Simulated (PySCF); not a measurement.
## Molecular orbitals of KSr

PBE0 at R = 4.471 Å; K x2c-TZVPall, Sr x2c-TZVPall; spin-free X2C with a Gaussian nucleus (PySCF 2.14). State: ²Σ⁺ (doublet), unpaired electrons σ ↑. Only the outer orbitals are listed, counted within each symmetry.

```csv
spin,orbital,occ.,ε (eV),on K (%),main shells (%)
α,5π,1,-24.70,0,100 Sr p
α,5π,1,-24.70,0,100 Sr p
α,12σ,1,-24.66,0,100 Sr p
α,6π,1,-20.76,100,100 K p
α,6π,1,-20.76,100,100 K p
α,13σ,1,-20.73,100,100 K p
α,14σ,1,-4.26,24,"77 Sr s, 18 K s"
α,15σ,1,-2.86,69,"69 K s, 16 Sr p, 13 Sr s"
α,7π,0,-1.03,21,"76 Sr p, 18 K p"
α,7π,0,-1.03,21,"76 Sr p, 18 K p"
α,16σ,0,-0.98,49,"52 Sr p, 26 K p, 22 K s"
β,5π,1,-24.69,0,100 Sr p
β,5π,1,-24.69,0,100 Sr p
β,12σ,1,-24.62,0,100 Sr p
β,6π,1,-20.70,100,100 K p
β,6π,1,-20.70,100,100 K p
β,13σ,1,-20.67,100,100 K p
β,14σ,1,-4.01,11,88 Sr s
β,15σ,0,-1.49,57,"57 K s, 29 Sr p, 9 Sr s"
β,7π,0,-0.93,12,"78 Sr p, 10 Sr d, 9 K p"
β,7π,0,-0.93,12,"78 Sr p, 10 Sr d, 9 K p"
```

Problem. Which are the highest filled and the lowest empty level, where do they sit, and how wide is the gap?

Solution. Highest filled α 15σ at -2.86 eV (in %: 69 K s, 16 Sr p, 13 Sr s); lowest empty β 15σ at -1.49 eV (in %: 57 K s, 29 Sr p, 9 Sr s); the gap at PBE0 is 1.37 eV.

```json
{"bond order (Mayer)": "0.46", "⟨S²⟩": "0.763", "charge on K (Mulliken, basis-dependent)": "-0.04", "charge on K (Löwdin, basis-dependent)": "0.02", "dipole moment (positive dipole means K(−)Sr(+))": "-1.73 D", "polarisability along the bond": "904.5 bohr³", "polarisability across the bond": "365.2 bohr³"}
```

Spin–orbit coupling is left out. The state was picked by a PBE0 search and need not be the measured ground state.
